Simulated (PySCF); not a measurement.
Breaking a bond: SnS, singlet.

Levels: RKS-PBE = restricted PBE/def2-SVP, def2 effective core potentials past Kr (PySCF); UKS-PBE = unrestricted PBE/def2-SVP, def2 effective core potentials past Kr (PySCF); UCCSD(T) = CCSD(T) on UHF/def2-SVP, 9 core orbitals frozen, def2 effective core potentials past Kr in PySCF 2.14.0.

Energies relative to the lowest point of each curve near equilibrium, in kJ/mol; the last columns give the difference from UCCSD(T):

```
R / Å  RKS-PBE  UKS-PBE  UCCSD(T)  RKS-PBE − UCCSD(T)  UKS-PBE − UCCSD(T)
-----  -------  -------  --------  ------------------  ------------------
1.77     465.8    465.8     472.7                -6.9                -6.9
1.88     232.7    232.7     234.6                -1.9                -1.9
1.99      97.3     97.3      97.0                 0.4                 0.4
2.06      46.9     46.9      46.0                 0.8                 0.8
2.16       8.8      8.8       8.1                 0.7                 0.7
2.20       2.2      2.2       1.7                 0.5                 0.5
2.28       0.0      0.0       0.0                 0.0                 0.0
2.35       7.5      7.5      13.3                -5.9                -5.9
2.45      28.7     28.7      38.2                -9.4                -9.4
2.56      61.5     61.5      73.3               -11.7               -11.7
2.75     129.2    129.2     146.3               -17.1               -17.1
2.96     206.9    204.1     227.5               -20.6               -23.4
3.33     328.1    306.5     330.2                -2.1               -23.7
3.62     403.0    363.3     382.7                20.3               -19.4
3.96     470.0    410.4     402.6                67.4                 7.8
4.41     531.3    450.1     412.3               119.0                37.8
4.83     568.3    471.9     416.8               151.4                55.1
5.43     599.7    488.6     420.2               179.5                68.4
5.95     614.6    494.7     421.5               193.1                73.2
6.67     625.1    497.6     422.2               202.9                75.4
7.73         —    498.9     422.5                   —                76.4
8.85         —    499.5     422.6                   —                76.9
```

RKS-PBE is furthest from UCCSD(T) at 6.67 (202.9 kJ/mol, above); its mean absolute difference over the points is 50.6 kJ/mol.

UKS-PBE is furthest from UCCSD(T) at 8.85 (76.9 kJ/mol, above); its mean absolute difference over the points is 26.9 kJ/mol.

A dash means that the run gave no value there, or that the column was ended at a point which the program doubted or which failed a test of continuity chosen for this set; such a test can also cut sound points.

The restricted form behind RKS-PBE keeps the bonding electrons paired and can't separate into open-shell fragments. The unrestricted solution behind UKS-PBE, UCCSD(T) changes between 2.96 and 3.33 Å, which can leave a kink. The unrestricted determinant behind UKS-PBE is spin-contaminated at 2.96 to 8.85 Å (<S²> up to 1.9, against 0.00 for a pure singlet). At the longest distance UKS-PBE leaves fractional charges on the fragments, a sign of delocalisation error or of the restricted form. The unrestricted determinant behind UCCSD(T) is spin-contaminated at 2.35 to 8.85 Å (<S²> up to 2.0, against 0.00 for a pure singlet).
